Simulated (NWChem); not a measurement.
System: C2H5FSi; SMILES F/C=C\[SiH3]

```xyz
9

F      0.7438     1.6633     0.0000
C     -0.5445     1.3260     0.0000
C     -0.9408     0.0561     0.0000
Si     0.2484    -1.3923     0.0000
H     -1.1937     2.2085     0.0000
H     -2.0226    -0.1064     0.0000
H      1.1225    -1.3722     1.2116
H     -0.5455    -2.6571     0.0000
H      1.1225    -1.3722    -1.2116
```
Atoms are numbered in this order, from 1.

Level: PBE0/def2-SVP (NWChem), optimised geometry, unscaled harmonic frequencies. 

```
frequency (cm⁻¹)  IR intensity (km/mol)
----------------  ---------------------
43                                  0.2
148                                 1.6
342                                 9.9
563                                21.5
642                                20.6
680                                49.4
773                                42.5
809                                17.4
929                               243.5
944                                49.7
948                                29.3
966                                 0.1
1047                               69.8
1247                               65.2
1368                                2.0
1725                              173.5
2236                              111.0
2236                               62.2
2243                              109.9
3202                                5.4
3225                                5.2
```

The zero-point energy comes out as 37.6 kcal/mol. The thermal correction to the enthalpy at 298.15 K (with zero-point energy) is 41.7 kcal/mol. The heat capacity Cv is 18.1 cal/(mol K) and the entropy at 298.15 K and 1 atm (symmetry number 1) comes out as 75.5 cal/(mol K). The dipole moment comes out as 1.52 D.

Rigid rotor and harmonic oscillator; modes under 100 cm⁻¹ make the entropy uncertain.
